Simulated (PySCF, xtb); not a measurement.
C₄H₅FO, SMILES O=C1CC[C@@H]1F. Atoms are numbered in the order given.

```xyz
11

O      1.4258     1.1166     0.6970
C      0.7023     0.4680     0.0023
C      0.0923     0.6535    -1.3934
C     -1.0452    -0.3005    -0.9389
C     -0.1609    -0.7845     0.2308
F     -0.7352    -0.9519     1.4544
H     -0.1706     1.6862    -1.6646
H      0.7367     0.2287    -2.1798
H     -1.3901    -1.0629    -1.6498
H     -1.9066     0.2578    -0.5437
H      0.4100    -1.6947    -0.0322
```

Geometry optimised at ωB97X-D3(BJ)/def2-SVP. The structure was generated by enumeration; whether it is a known compound was not checked.

These are C-PCM-M06-2X/def2-SVP (PySCF) values and carry that method's errors.

The values are the electrostatic part of the solvation free energy, E(continuum) − E(gas) at the gas-phase geometry, in a cavity of scaled van der Waals radii (PySCF's table); cavitation and dispersion terms are not included. In vacuum the orbital gap is 8.89 eV. The dipole moment in vacuum is 3.48 D.

Computed values in water (ε = 78.36), acetone (ε = 20.49), dimethylsulfoxide (ε = 46.83):
```
solvent                ε  ΔG(elec) (kcal/mol)  dipole (D)  gap (eV)
-----------------  -----  -------------------  ----------  --------
water              78.36                 -6.1        4.40      9.00
acetone            20.49                 -5.8        4.35      9.00
dimethylsulfoxide  46.83                 -6.0        4.39      9.00
```

For comparison, GFN2-xTB/ALPB(water) (xtb, at the GFN2-xTB geometry, all terms of that model) gives -4.0 kcal/mol.
